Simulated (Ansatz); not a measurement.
The cluster In9P8⁺, relaxed as a singlet with RKS PBE-D4/def2-SVP in Ansatz, starting from the GFN1-xTB geometry. Force threshold 0.03 eV/Å.

In the def2 sets In takes a core potential; there is no spin–orbit coupling. Another isomer (singlet) lies 1.03 eV lower at PBE0-D4/def2-TZVP; other spin states weren't run for this one.

Start:

```xyz
17

In    0.7252   -2.6781   -0.3098
In    0.3562   -1.8924   -3.6881
In    1.7314    3.8647    0.8592
In    0.7876    1.6491    2.6607
In    3.5068   -1.5237   -0.4556
In   -2.7231    1.1676    0.6789
In   -1.2415    0.1734   -1.7119
In   -0.8683   -3.0127    2.2245
In   -2.9060   -2.0274    0.2682
P    -0.9629    3.1812    0.9129
P    -0.4902   -0.4309    0.9296
P     1.6160    1.8628   -1.0547
P     1.5952    0.2292    0.4479
P     1.5431   -0.1867   -1.8473
P    -1.5759   -2.5702   -1.9577
P    -0.6741   -0.5473    3.0943
P    -0.4196    2.7414   -1.0511
```

```
         step   energy (eV)  largest force component (eV/Å)  SCF passes
            1  -120827.6214                           1.331          32
            2  -120828.5273                           0.460          31
            3  -120828.8023                           0.348          31
            4  -120828.8548                           0.291          31
            5  -120828.9291                           0.330          26
            6  -120828.9960                           0.244          31
            7  -120829.0458                           0.172          25
            8  -120829.0752                           0.129          25
            9  -120829.0987                           0.134          25
           10  -120829.1366                           0.226          25
           11  -120829.1914                           0.145          25
           13  -120829.2733                           0.164          25
           15  -120829.3516                           0.109          24
           17  -120829.3941                           0.190          26
19 (rejected)  -120829.4192                           0.326          25
           21  -120829.4523                           0.093          25
           23  -120829.4699                           0.057          25
           25  -120829.4729                           0.044          26
           27  -120829.4977                           0.157          25
29 (rejected)  -120829.4483                           0.344          27
           31  -120829.5333                           0.156          25
           33  -120829.5629                           0.072          25
           35  -120829.5956                           0.126          24
           37  -120829.6114                           0.105          26
           39  -120829.6169                           0.040          25
           41  -120829.6204                           0.047          23
           43  -120829.6217                           0.015          26
```

Force components are those of the run's own axes.

End:

```xyz
17

In    0.733   -3.096   -0.862
In   -1.738   -1.405   -4.631
In   -0.296    5.421   -0.584
In    0.684    1.653    3.050
In    3.958   -2.205   -0.087
In   -2.361    1.119    0.942
In   -0.475    0.050   -1.437
In   -1.053   -3.272    2.342
In   -3.375   -1.792    0.083
P    -0.623    3.166    1.007
P     0.085   -0.895    0.994
P     2.366    1.795   -0.328
P     2.204   -0.043    1.017
P     2.297   -0.224   -1.291
P    -1.535   -2.209   -2.084
P    -1.177   -0.593    2.758
P     0.307    2.529   -0.889
```

Bonds lost: In2–P14, In3–P12, In6–P11 (atoms count from 1). Bonds formed: In6–P16 (atoms count from 1). Metal–metal contacts that move far: In3–In4 3.01 to 5.33 Å, In1–In8 3.01 to 3.67 Å, In8–In9 2.99 to 3.56 Å.

No frequencies were taken in this run, so the end may be a saddle point.

It took 2.6 min on 2 threads of AMD EPYC 7R13 on a shared host and a share (18 GiB) of an NVIDIA H100 80GB HBM3, peak host memory 1.1 GiB.
